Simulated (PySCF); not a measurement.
Record of a relaxation.

Species: C8H18N2.
Bonds: C1–C2, C2–C3, C3–C4, C3–C5, C3–N6, N6–N7, N7–C8, C8–C9, C9–C10, C8–C10. Hydrogens: H11, H12, H13 on C1; H14, H15 on C2; H16, H17, H18 on C4; H19, H20, H21 on C5; H22 on N6; H23 on N7; H24 on C8; H25, H26 on C9; H27, H28 on C10.

Method: PySCF, PBE0-D3(BJ)/def2-SVP geometry optimisation, gas phase; density fitting, grid level 1; the optimiser is geomeTRIC in internal coordinates, started from a GFN2-xTB structure with every atom displaced at random (about 0.01 Å). 6 of its 7 geometries are shown. The frame can shift and turn from step to step; on so coarse a grid that alone can change the energy by a few meV, and forces under 0.02 eV/Å are noise.

Step 0: E = -11546.6135 eV, largest atomic force 2.275 eV/Å
```
atom  x, y, z in Å  |  force x, y, z in eV/Å
C1     -2.796    0.967   -1.166   -0.807   2.060   0.058
C2     -1.385    0.929   -0.671   -0.516  -0.342   0.489
C3     -1.113   -0.122    0.405    1.306   0.165   0.144
C4     -1.453   -1.528   -0.059   -2.032   0.848   0.574
C5     -1.823    0.202    1.708   -0.212   0.114  -0.060
N6      0.335   -0.014    0.701    0.679  -0.469  -0.341
N7      1.174   -0.313   -0.409   -0.378   0.812   0.575
C8      2.410    0.417   -0.361   -0.816  -0.442   0.378
C9      3.618   -0.123    0.356   -0.254   0.476  -0.944
C10     3.558   -0.057   -1.154    0.325   0.050   0.019
H11    -3.518    1.224   -0.356    0.203  -0.207  -0.266
H12    -3.110    0.053   -1.617   -0.360  -1.055  -0.509
H13    -2.933    1.782   -1.934    0.155  -0.631   0.478
H14    -0.729    0.728   -1.500    0.678  -0.154  -0.567
H15    -1.102    1.894   -0.260    0.188   0.446   0.180
H16    -2.567   -1.616   -0.102    0.513  -0.190  -0.104
H17    -1.112   -2.264    0.646    0.389  -0.650   0.588
H18    -1.074   -1.728   -1.031    0.606  -0.311  -1.228
H19    -1.578   -0.532    2.488   -0.019  -0.094   0.075
H20    -1.544    1.198    2.078    0.131   0.044  -0.029
H21    -2.912    0.200    1.560   -0.037  -0.105   0.085
H22     0.583   -0.603    1.513   -0.190   0.252  -0.301
H23     1.349   -1.300   -0.545   -0.032  -0.465   0.062
H24     2.201    1.479   -0.290    0.128   0.392  -0.015
H25     4.281    0.545    0.868    0.475   0.575   0.405
H26     3.552   -1.093    0.792   -0.162  -0.987   0.479
H27     3.455   -0.997   -1.695   -0.017  -0.134  -0.125
H28     4.171    0.690   -1.660    0.058   0.002  -0.099
```

Step 1: E = -11546.8198 eV, largest atomic force 0.372 eV/Å
```
atom  x, y, z in Å  |  force x, y, z in eV/Å
C1     -2.939    0.982   -0.958   -0.033  -0.226  -0.104
C2     -1.475    0.951   -0.556    0.159   0.068  -0.080
C3     -1.051   -0.135    0.445   -0.081   0.044   0.048
C4     -1.453   -1.528   -0.048    0.186  -0.180  -0.134
C5     -1.665    0.117    1.819    0.013   0.017  -0.012
N6      0.400   -0.016    0.623   -0.138   0.008  -0.045
N7      1.140   -0.226   -0.539    0.155  -0.333   0.065
C8      2.385    0.470   -0.504   -0.006   0.117  -0.016
C9      3.598   -0.080    0.200    0.066  -0.155   0.089
C10     3.535   -0.035   -1.305   -0.033  -0.039  -0.021
H11    -3.599    1.056   -0.083   -0.114   0.064   0.097
H12    -3.242    0.070   -1.509    0.075   0.199   0.037
H13    -3.154    1.851   -1.602    0.036  -0.101   0.026
H14    -0.832    0.815   -1.443   -0.094   0.069   0.049
H15    -1.187    1.922   -0.116    0.011  -0.024  -0.013
H16    -2.542   -1.652   -0.098   -0.102   0.018  -0.005
H17    -1.072   -2.301    0.646   -0.008   0.047  -0.094
H18    -1.050   -1.729   -1.060   -0.042   0.038   0.201
H19    -1.346   -0.649    2.545    0.016  -0.006  -0.004
H20    -1.352    1.100    2.199    0.020   0.020   0.015
H21    -2.763    0.091    1.778   -0.008  -0.020   0.001
H22     0.709   -0.615    1.394   -0.011   0.026  -0.018
H23     1.293   -1.223   -0.741   -0.032   0.223   0.005
H24     2.237    1.554   -0.451    0.027  -0.007  -0.016
H25     4.280    0.602    0.721   -0.075  -0.022  -0.024
H26     3.506   -1.069    0.670    0.007   0.130  -0.036
H27     3.408   -0.983   -1.838    0.007   0.015   0.008
H28     4.157    0.689   -1.837   -0.001   0.009  -0.017
```

Step 2: E = -11546.8312 eV, largest atomic force 0.080 eV/Å
```
atom  x, y, z in Å  |  force x, y, z in eV/Å
C1     -2.960    0.982   -0.938   -0.037  -0.063   0.032
C2     -1.491    0.971   -0.549    0.055  -0.001   0.042
C3     -1.054   -0.127    0.435   -0.004  -0.014  -0.004
C4     -1.442   -1.520   -0.075   -0.025  -0.026  -0.043
C5     -1.660    0.107    1.816   -0.009   0.002   0.001
N6      0.395   -0.003    0.615    0.053  -0.009  -0.033
N7      1.151   -0.239   -0.533   -0.007  -0.064   0.014
C8      2.394    0.462   -0.516   -0.069   0.022   0.000
C9      3.604   -0.065    0.211    0.021  -0.019   0.003
C10     3.546   -0.073   -1.295   -0.003   0.009   0.015
H11    -3.625    1.043   -0.061    0.020   0.023  -0.020
H12    -3.248    0.082   -1.504    0.017   0.028  -0.003
H13    -3.182    1.852   -1.573   -0.011   0.013  -0.029
H14    -0.860    0.861   -1.445   -0.012   0.005  -0.015
H15    -1.211    1.937   -0.098    0.000  -0.011   0.008
H16    -2.533   -1.652   -0.127    0.011   0.006   0.001
H17    -1.050   -2.300    0.601    0.004   0.011  -0.007
H18    -1.037   -1.699   -1.084    0.002   0.017   0.029
H19    -1.326   -0.666    2.529    0.005  -0.001  -0.001
H20    -1.351    1.088    2.205    0.002  -0.004  -0.002
H21    -2.758    0.069    1.783    0.005  -0.008   0.004
H22     0.698   -0.591    1.395   -0.019   0.033   0.035
H23     1.306   -1.235   -0.713   -0.016   0.040  -0.019
H24     2.248    1.546   -0.502    0.015   0.001  -0.011
H25     4.274    0.641    0.710    0.004  -0.006  -0.001
H26     3.510   -1.032    0.718   -0.002   0.021   0.004
H27     3.421   -1.040   -1.794   -0.005   0.001   0.001
H28     4.166    0.632   -1.854    0.005  -0.006  -0.003
```

Step 4: E = -11546.8346 eV, largest atomic force 0.064 eV/Å
```
atom  x, y, z in Å  |  force x, y, z in eV/Å
C1     -2.949    1.000   -0.934    0.015   0.042  -0.010
C2     -1.484    0.982   -0.529   -0.025   0.010   0.001
C3     -1.055   -0.132    0.437    0.010  -0.007   0.004
C4     -1.437   -1.516   -0.102   -0.004   0.025   0.013
C5     -1.666    0.076    1.819    0.011  -0.012  -0.001
N6      0.394   -0.005    0.623    0.008  -0.034  -0.026
N7      1.150   -0.267   -0.518   -0.022   0.040   0.046
C8      2.380    0.454   -0.536    0.002  -0.004  -0.008
C9      3.601   -0.019    0.214   -0.014   0.008  -0.012
C10     3.537   -0.109   -1.289    0.012   0.002   0.011
H11    -3.626    1.060   -0.066    0.001  -0.005   0.002
H12    -3.229    0.109   -1.516   -0.013  -0.028   0.001
H13    -3.162    1.875   -1.567    0.005  -0.004   0.005
H14    -0.850    0.889   -1.424    0.015  -0.004  -0.004
H15    -1.207    1.940   -0.058   -0.005   0.002   0.005
H16    -2.528   -1.647   -0.164    0.002  -0.001   0.002
H17    -1.046   -2.308    0.558   -0.001  -0.009   0.009
H18    -1.023   -1.668   -1.110    0.007  -0.006  -0.025
H19    -1.329   -0.707    2.519   -0.002   0.001   0.002
H20    -1.362    1.052    2.226   -0.006   0.002   0.002
H21    -2.764    0.032    1.784    0.000   0.003  -0.004
H22     0.694   -0.570    1.422   -0.003   0.011   0.001
H23     1.312   -1.263   -0.676    0.007  -0.022  -0.014
H24     2.223    1.537   -0.581   -0.003   0.003  -0.006
H25     4.264    0.721    0.670    0.003   0.006   0.001
H26     3.517   -0.954    0.775    0.001  -0.014   0.007
H27     3.419   -1.102   -1.735   -0.001  -0.001  -0.002
H28     4.150    0.569   -1.888    0.001  -0.002   0.001
```

Step 5: E = -11546.8351 eV, largest atomic force 0.031 eV/Å
```
atom  x, y, z in Å  |  force x, y, z in eV/Å
C1     -2.944    1.009   -0.933    0.012   0.014  -0.014
C2     -1.480    0.985   -0.525   -0.015   0.001  -0.011
C3     -1.055   -0.136    0.436    0.011   0.004   0.004
C4     -1.440   -1.516   -0.112    0.007   0.009   0.003
C5     -1.667    0.066    1.818    0.005  -0.006   0.001
N6      0.394   -0.012    0.623   -0.002  -0.019  -0.009
N7      1.151   -0.278   -0.515   -0.014   0.013   0.024
C8      2.376    0.451   -0.544    0.015  -0.006  -0.007
C9      3.597    0.000    0.218   -0.010   0.007   0.004
C10     3.538   -0.118   -1.283    0.004  -0.003   0.003
H11    -3.621    1.071   -0.066   -0.004  -0.003   0.004
H12    -3.228    0.118   -1.515   -0.006  -0.006   0.009
H13    -3.152    1.885   -1.567    0.003  -0.004   0.002
H14    -0.844    0.893   -1.419    0.004   0.003   0.003
H15    -1.202    1.939   -0.048   -0.001  -0.001   0.003
H16    -2.530   -1.643   -0.174   -0.004  -0.004  -0.001
H17    -1.051   -2.312    0.545   -0.003  -0.001   0.000
H18    -1.024   -1.663   -1.120    0.000  -0.003  -0.002
H19    -1.332   -0.721    2.515   -0.002   0.001  -0.001
H20    -1.365    1.040    2.231   -0.003   0.002   0.000
H21    -2.765    0.022    1.781   -0.002   0.003  -0.001
H22     0.693   -0.569    1.428    0.000   0.001  -0.004
H23     1.318   -1.275   -0.668    0.003  -0.001  -0.007
H24     2.212    1.532   -0.609   -0.001   0.001  -0.003
H25     4.253    0.753    0.662    0.000  -0.001   0.000
H26     3.518   -0.926    0.797    0.002  -0.001  -0.002
H27     3.427   -1.120   -1.711    0.000   0.001  -0.001
H28     4.148    0.553   -1.892    0.000   0.001   0.001
```

Step 6: E = -11546.8353 eV, largest atomic force under 0.02 eV/Å
```
atom  x, y, z in Å  |  force x, y, z in eV/Å
C1     -2.942    1.014   -0.933    0.004  -0.003  -0.004
C2     -1.478    0.985   -0.525   -0.002  -0.004  -0.008
C3     -1.055   -0.139    0.435    0.005   0.006  -0.001
C4     -1.443   -1.516   -0.116    0.005  -0.003   0.000
C5     -1.668    0.061    1.817    0.001   0.001   0.001
N6      0.394   -0.018    0.622   -0.005  -0.005   0.003
N7      1.152   -0.283   -0.514   -0.003   0.000   0.008
C8      2.374    0.450   -0.546    0.007  -0.001  -0.002
C9      3.594    0.009    0.223   -0.004   0.002   0.006
C10     3.541   -0.120   -1.277   -0.001  -0.004  -0.001
H11    -3.618    1.079   -0.066   -0.003   0.002   0.001
H12    -3.229    0.122   -1.512    0.000   0.003   0.005
H13    -3.147    1.889   -1.569    0.001  -0.002  -0.001
H14    -0.840    0.893   -1.419   -0.001   0.005   0.003
H15    -1.198    1.938   -0.046    0.001  -0.001   0.002
H16    -2.534   -1.641   -0.179   -0.002  -0.001  -0.002
H17    -1.057   -2.315    0.540   -0.001   0.001  -0.002
H18    -1.027   -1.664   -1.125   -0.001  -0.001   0.004
H19    -1.335   -0.727    2.513   -0.001   0.000  -0.001
H20    -1.365    1.034    2.231    0.000   0.000   0.000
H21    -2.766    0.020    1.778   -0.001   0.000   0.000
H22     0.692   -0.573    1.428    0.001  -0.003  -0.004
H23     1.322   -1.279   -0.668   -0.001   0.005  -0.003
H24     2.207    1.530   -0.620    0.001   0.000  -0.002
H25     4.247    0.768    0.663   -0.002  -0.001   0.001
H26     3.518   -0.913    0.808    0.001   0.002  -0.003
H27     3.435   -1.125   -1.698    0.001   0.000   0.000
H28     4.151    0.549   -1.890   -0.001   0.002   0.001
```

**Question.** Summarise the path.

**Answer.** The energy falls by 0.2218 eV from step 0 to step 6; nine tenths of that is first reached at step 1. It falls at every step. The largest force goes from 2.275 to under 0.02 eV/Å. Among the bonds C4–H18 changes most, from 1.063 to 1.101 Å; the atoms move by 0.154 Å rms after alignment.

**Question.** Follow the three bonds and two angles with the largest change from start to end.

**Answer.** 
| step | E above end (eV) | largest force (eV/Å) | C4–H18 (Å) | C1–H12 (Å) | N6–N7 (Å) | C3–C4–H16 (°) | N7–C8–H24 (°) |
| --- | --- | --- | --- | --- | --- | --- | --- |
| 0 | 0.2218 | 2.275 | 1.063 | 1.067 | 1.424 | 107.9 | 109.5 |
| 1 | 0.0154 | 0.372 | 1.108 | 1.107 | 1.393 | 112.2 | 111.5 |
| 2 | 0.0040 | 0.080 | 1.102 | 1.102 | 1.394 | 112.0 | 111.8 |
| 3 | 0.0018 | 0.064 | 1.100 | 1.100 | 1.394 | 112.0 | 112.0 |
| 4 | 0.0006 | 0.064 | 1.100 | 1.100 | 1.393 | 112.0 | 112.1 |
| 5 | 0.0002 | 0.031 | 1.101 | 1.101 | 1.392 | 111.9 | 112.2 |
| 6 | 0.0000 | under 0.02 | 1.101 | 1.101 | 1.391 | 111.9 | 112.2 |

The cost below is that of the whole optimisation. Time: 6.1 min; peak memory 1.0 GiB. Hardware: an Arm Neoverse N1 with one thread, on a shared host.
